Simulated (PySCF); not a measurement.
GeH6O2Si, SMILES [OH][GeH]([OH])[SiH3].

The structure is a stationary point at TPSSh-D3(BJ)/def2-SVP. This is a generated structure with no PubChem entry under its InChIKey; it may be hypothetical. One conformer was computed; it need not be the lowest.

These are TPSSh-D3(BJ)/def2-SVP (PySCF 2.14.0) values and carry that method's errors.

Frequencies are harmonic and unscaled.

```json
[
 {"mode": "1", "ν (cm⁻¹)": "82", "IR (km/mol)": "0.1", "Raman (Å⁴/amu)": "0.0", "depolarisation": "–", "moving atoms (share of kinetic energy)": "H 91 %"},
 {"mode": "2", "ν (cm⁻¹)": "112", "IR (km/mol)": "1.4", "Raman (Å⁴/amu)": "0.7", "depolarisation": "0.72", "moving atoms (share of kinetic energy)": "O 52 %, H 18 %, Si 17 %, Ge 13 %"},
 {"mode": "3", "ν (cm⁻¹)": "150", "IR (km/mol)": "3.6", "Raman (Å⁴/amu)": "0.7", "depolarisation": "0.61", "moving atoms (share of kinetic energy)": "O 43 %, H 24 %, Ge 20 %, Si 13 %"},
 {"mode": "4", "ν (cm⁻¹)": "212", "IR (km/mol)": "3.5", "Raman (Å⁴/amu)": "4.0", "depolarisation": "0.74", "moving atoms (share of kinetic energy)": "O 46 %, H 40 %, Ge 13 %"},
 {"mode": "5", "ν (cm⁻¹)": "258", "IR (km/mol)": "120.7", "Raman (Å⁴/amu)": "0.6", "depolarisation": "0.74", "moving atoms (share of kinetic energy)": "H 83 %, O 15 %"},
 {"mode": "6", "ν (cm⁻¹)": "326", "IR (km/mol)": "147.0", "Raman (Å⁴/amu)": "2.7", "depolarisation": "0.68", "moving atoms (share of kinetic energy)": "H 66 %, O 28 %"},
 {"mode": "7", "ν (cm⁻¹)": "355", "IR (km/mol)": "13.1", "Raman (Å⁴/amu)": "17.1", "depolarisation": "0.19", "moving atoms (share of kinetic energy)": "Si 57 %, Ge 27 %, H 12 %"},
 {"mode": "8", "ν (cm⁻¹)": "499", "IR (km/mol)": "24.2", "Raman (Å⁴/amu)": "7.1", "depolarisation": "0.73", "moving atoms (share of kinetic energy)": "H 85 %, Si 9 %"},
 {"mode": "9", "ν (cm⁻¹)": "515", "IR (km/mol)": "17.0", "Raman (Å⁴/amu)": "11.4", "depolarisation": "0.71", "moving atoms (share of kinetic energy)": "H 86 %, Si 11 %"},
 {"mode": "10", "ν (cm⁻¹)": "676", "IR (km/mol)": "165.9", "Raman (Å⁴/amu)": "10.3", "depolarisation": "0.13", "moving atoms (share of kinetic energy)": "O 61 %, H 24 %, Ge 15 %"},
 {"mode": "11", "ν (cm⁻¹)": "696", "IR (km/mol)": "86.4", "Raman (Å⁴/amu)": "5.6", "depolarisation": "0.71", "moving atoms (share of kinetic energy)": "O 68 %, Ge 22 %, H 10 %"},
 {"mode": "12", "ν (cm⁻¹)": "708", "IR (km/mol)": "74.4", "Raman (Å⁴/amu)": "12.9", "depolarisation": "0.63", "moving atoms (share of kinetic energy)": "H 66 %, O 29 %"},
 {"mode": "13", "ν (cm⁻¹)": "749", "IR (km/mol)": "9.7", "Raman (Å⁴/amu)": "12.0", "depolarisation": "0.70", "moving atoms (share of kinetic energy)": "H 94 %"},
 {"mode": "14", "ν (cm⁻¹)": "875", "IR (km/mol)": "267.1", "Raman (Å⁴/amu)": "2.9", "depolarisation": "0.75", "moving atoms (share of kinetic energy)": "H 90 %"},
 {"mode": "15", "ν (cm⁻¹)": "902", "IR (km/mol)": "37.3", "Raman (Å⁴/amu)": "4.8", "depolarisation": "0.75", "moving atoms (share of kinetic energy)": "H 90 %"},
 {"mode": "16", "ν (cm⁻¹)": "922", "IR (km/mol)": "88.7", "Raman (Å⁴/amu)": "7.6", "depolarisation": "0.75", "moving atoms (share of kinetic energy)": "H 90 %"},
 {"mode": "17", "ν (cm⁻¹)": "948", "IR (km/mol)": "54.3", "Raman (Å⁴/amu)": "21.4", "depolarisation": "0.75", "moving atoms (share of kinetic energy)": "H 97 %"},
 {"mode": "18", "ν (cm⁻¹)": "950", "IR (km/mol)": "37.1", "Raman (Å⁴/amu)": "24.0", "depolarisation": "0.75", "moving atoms (share of kinetic energy)": "H 97 %"},
 {"mode": "19", "ν (cm⁻¹)": "2146", "IR (km/mol)": "157.6", "Raman (Å⁴/amu)": "211.0", "depolarisation": "0.27", "moving atoms (share of kinetic energy)": "H 99 %"},
 {"mode": "20", "ν (cm⁻¹)": "2247", "IR (km/mol)": "50.2", "Raman (Å⁴/amu)": "248.9", "depolarisation": "0.01", "moving atoms (share of kinetic energy)": "H 99 %"},
 {"mode": "21", "ν (cm⁻¹)": "2259", "IR (km/mol)": "95.7", "Raman (Å⁴/amu)": "103.8", "depolarisation": "0.72", "moving atoms (share of kinetic energy)": "H 96 %"},
 {"mode": "22", "ν (cm⁻¹)": "2264", "IR (km/mol)": "89.2", "Raman (Å⁴/amu)": "121.2", "depolarisation": "0.65", "moving atoms (share of kinetic energy)": "H 96 %"},
 {"mode": "23", "ν (cm⁻¹)": "3786", "IR (km/mol)": "59.7", "Raman (Å⁴/amu)": "174.6", "depolarisation": "0.32", "moving atoms (share of kinetic energy)": "H 94 %"},
 {"mode": "24", "ν (cm⁻¹)": "3797", "IR (km/mol)": "54.6", "Raman (Å⁴/amu)": "82.4", "depolarisation": "0.22", "moving atoms (share of kinetic energy)": "H 94 %"}
]
```
